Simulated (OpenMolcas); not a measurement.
Computed levels of 2s2 2p3 in ions with 7 electrons, in cm-1 above 4S* 3/2.

| Item | Value |
| --- | --- |
| Program | OpenMolcas 26.06 |
| Method | RASSCF |
| Basis | ANO-R2 |
| Scalar Hamiltonian | X2C, finite nucleus |
| Spin-orbit coupling | state interaction with AMFI integrals over the reference wave functions, term energies averaged over their components |

Active space for each ion: 5 electrons in 9 orbitals (RAS2 2s 2p; RAS3 3d, at most 2 electrons).

```json
{"Level": "2D* 3/2", "O+": "29903", "Ne3+": "44209"}
{"Level": "2D* 5/2", "O+": "29906", "Ne3+": "44234"}
{"Level": "2P* 3/2", "O+": "44579", "Ne3+": "66221"}
{"Level": "2P* 1/2", "O+": "44583", "Ne3+": "66215"}
```

Problem. Estimate 2D* 3/2, 2D* 5/2 for F2+ from its neighbours O+ and Ne3+.

Solution. 2D* 3/2 is another term, which grows about linearly with the charge: (29903 + 44209) / 2 = 37056. The calculation gives 37082, so the estimate is off by -0.1 %.
2D* 5/2 is another term, which grows about linearly with the charge: (29906 + 44234) / 2 = 37070. The calculation gives 37091, so the estimate is off by -0.1 %.

Active for correlation alone: 3d; no level in the range computed is led by a configuration that fills it, so any true level of that kind is missing. Without dynamic correlation excited terms often stand tens of per cent too high (terms of higher spin than the ground term too low), and those without a measured partner can miss by more than the paired ones (holds for O+). Only configurations of the active space appear.

* marks odd parity.
